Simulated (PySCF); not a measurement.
C3H7O, SMILES CC(C)=[OH+], charge +1.

The structure is a stationary point at B3LYP-D3(BJ)/def2-SVP. The isomer is the one that the SMILES or the coordinates give; other isomers of the formula were not compared.

Calculation: PySCF with PBE/def2-TZVP.

```yaml
total_energy: -193.31092 hartree
highest_occupied_level: -14.89 eV
lowest_empty_level: -8.98 eV
orbital_gap: 5.92 eV
dipole_moment_about_the_centre_of_nuclear_charge: 1.49 D
mean_static_polarisability: 38.6 bohr³ (5.72 Å³)
polarisability_principal_values: 29.5, 41.6, 44.7 bohr³
```
